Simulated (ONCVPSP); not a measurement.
## Ce, ONCV: configuration errors across variants

cerium (Ce), optimised norm-conserving Vanderbilt (ONCV), made with ONCVPSP 4.0.1 (LDA (Perdew-Wang 92), scalar-relativistic). Core [Kr] 4d10, reference 4f1 5s2 5p6 5d1 6s1.5 6p0.5. Waves: 5s+6s: rc 2.70 bohr, ncon 5, nbas 8, qcut 3.4 1/bohr, 2 projectors; 5p+6p: rc 3.40 bohr, ncon 4, nbas 9, qcut 3.4 1/bohr, 3 projectors, debl 0.9 Ha; 5d: rc 3.90 bohr, ncon 4, nbas 8, qcut 4.7 1/bohr, 2 projectors, debl 2.4 Ha; 4f: rc 1.85 bohr, ncon 5, nbas 10, qcut 9.3 1/bohr, 2 projectors, debl 1.9 Ha. Local part: polynomial inside 1.75 bohr (lpopt 5, dvloc0 0 Ha). Core correction: Teter function, fcfact 3.5, rcfact 1.4.

All-electron excitation energies from the reference (eV): (1) 4f1 5s2 5p6 5d1 6s2 6p0 -1.249; (2) 4f1 5s2 5p6 5d1 6s1 6p0 5.016; (3) 4f1 5s2 5p6 5d1 6s0 6p0 16.357; (4) 4f0 5s2 5p6 5d2 6s2 6p0 3.703.

Errors AE − PS in meV (a dash: test not solved or not reliable):

```tsv
change	(1)	(2)	(3)	(4)	bound ghosts	GHOST(+) flags above zero
base	-0.1	-1.4	-8.8	+585	none	s, d
core correction Teter function, fcfact 3.5, rcfact 1.08	-0.1	-1.4	-8.5	+629	none	s, d
core correction Teter function, fcfact 3.5, rcfact 1.26	-0.1	-1.4	-8.6	+601	none	s, d
core correction Teter function, fcfact 3.5, rcfact 1.42	-0.1	-1.4	-8.8	+585	none	s, d
core correction Teter function, fcfact 3.5, rcfact 1.6	-0.1	-1.5	-9.4	+569	none	s, d
core correction Teter function, fcfact 3.5, rcfact 1.76	-0.2	-1.6	-11	+558	none	s, d
core correction Teter function, fcfact 3.5, rcfact 1.92	-0.3	-1.8	-15	+547	none	s, d
core correction Teter function, fcfact 3.5, rcfact 2.06	-0.6	-2.4	-25	+536	none	s, d
```

**Question.** Give the same row for: core correction Teter function, fcfact 3.5, rcfact 0.98.

**Answer.** -0.1, -1.4, -8.4, +645; bound ghosts: none; GHOST(+) flags above zero: s, d.
